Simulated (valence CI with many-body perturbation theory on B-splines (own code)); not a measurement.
Missing levels of Tl40+

Computed by configuration interaction combined with many-body perturbation theory (CI+MBPT): five valence electrons over a frozen Dirac-Fock core [Kr], a basis of 7 s, 7 p, 8 d, 6 f, 4 g, 1 h functions for each j, with the one-electron correlation potential Σ1, the two-electron term Σ2, the three-electron term Σ3, Breit, model QED; selected CI, second order for the rest, scaled by the run's own slope (own B-spline code, finite nucleus).

The last digits are not significant, and no measured levels were compared; by estimate large intervals hold to a few tenths of a per cent, small ones and those within an open d or f shell to about a per cent. The list stops below the first excitations out of the core.

| Level | E (eV) |
| --- | --- |
| (4d3/2^4 4d5/2) J=5/2 | 0.000 |
| (4d3/2^3 4d5/2^2) J=5/2 [a] | ? |
| (4d3/2^3 4d5/2^2) J=7/2 [a] | 28.353 |
| (4d3/2^3 4d5/2^2) J=3/2 [a] | 28.995 |
| (4d3/2^3 4d5/2^2) J=11/2 | 29.459 |
| (4d3/2^3 4d5/2^2) J=9/2 | 31.386 |
| (4d3/2^3 4d5/2^2) J=5/2 [b] | 32.790 |
| (4d3/2^3 4d5/2^2) J=1/2 | ? |
| (4d3/2^3 4d5/2^2) J=7/2 [b] | 34.726 |
| (4d3/2^3 4d5/2^2) J=3/2 [b] | 41.848 |
| (4d3/2^2 4d5/2^3) J=5/2 [a] | ? |
| (4d3/2^2 4d5/2^3) J=7/2 [a] | 54.876 |
| (4d3/2^2 4d5/2^3) J=11/2 | 55.582 |
| (4d3/2^2 4d5/2^3) J=9/2 [a] | ? |
| (4d3/2^2 4d5/2^3) J=1/2 [a] | ? |
| (4d3/2^2 4d5/2^3) J=13/2 | 58.205 |
| (4d3/2^2 4d5/2^3) J=3/2 [a] | 58.657 |
| (4d3/2^2 4d5/2^3) J=5/2 [b] | 59.068 |
| (4d3/2^2 4d5/2^3) J=9/2 [b] | ? |
| (4d3/2^2 4d5/2^3) J=7/2 [b] | 62.608 |

Levels are named by their leading jj configuration (3d3/2^4 stands for four electrons in 3d with j = 3/2), which in mixed levels can hold well under half, so a name can repeat and another be missing. Letters in brackets count levels of one name in rising energy.

Q: The levels stand in rising order. What does the calculation give for the missing energies?

A: (4d3/2^3 4d5/2^2) J=5/2 [a] 23.143; (4d3/2^3 4d5/2^2) J=1/2 34.119; (4d3/2^2 4d5/2^3) J=5/2 [a] 51.141; (4d3/2^2 4d5/2^3) J=9/2 [a] 56.232; (4d3/2^2 4d5/2^3) J=1/2 [a] 57.683; (4d3/2^2 4d5/2^3) J=9/2 [b] 61.779.
